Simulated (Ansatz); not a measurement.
Isomers of C₇H₁₄, relaxed with PBE0-D4/def2-TZVP in Ansatz; electronic energies, one conformer each and not always the lowest. Functionals use def2-TZVPP; CBS adds triple-zeta CCSD(T) − MP2 to the MP2 limit of def2-TZVPP and def2-QZVPP.

Problem. Order them by energy at frozen-core CCSD(T)/CBS, lowest first. (An estimate is asked.)
A. `CC(C)=CC(C)C`
B. `CCC1CCCC1`
C. `C[C@@H]1CC[C@H](C)C1`
D. `C1CCCCCC1`
E. `CC1CCCCC1`

Solution. E (0.0 kcal/mol), C (5.0 kcal/mol), B (6.7 kcal/mol), D (8.1 kcal/mol), A (17.8 kcal/mol).

Problem. How do B3LYP-D4, PBE-D4, r2SCAN-D4, HF/CBS(def2) place them (kcal/mol, against `CC1CCCCC1`)? (An estimate is asked.)

Solution. Ansatz gave: 
```json
{"isomer": "`CC(C)=CC(C)C`", "B3LYP-D4": "14.1", "PBE-D4": "16.3", "r2SCAN-D4": "17.2", "HF/CBS(def2)": "14.7"}
{"isomer": "`CCC1CCCC1`", "B3LYP-D4": "6.7", "PBE-D4": "6.2", "r2SCAN-D4": "6.9", "HF/CBS(def2)": "6.2"}
{"isomer": "`C[C@@H]1CC[C@H](C)C1`", "B3LYP-D4": "5.1", "PBE-D4": "4.6", "r2SCAN-D4": "5.1", "HF/CBS(def2)": "4.9"}
{"isomer": "`C1CCCCCC1`", "B3LYP-D4": "7.3", "PBE-D4": "7.4", "r2SCAN-D4": "8.3", "HF/CBS(def2)": "8.6"}
```

B3LYP here is the variant with VWN-RPA as its local correlation; programs differ in this.
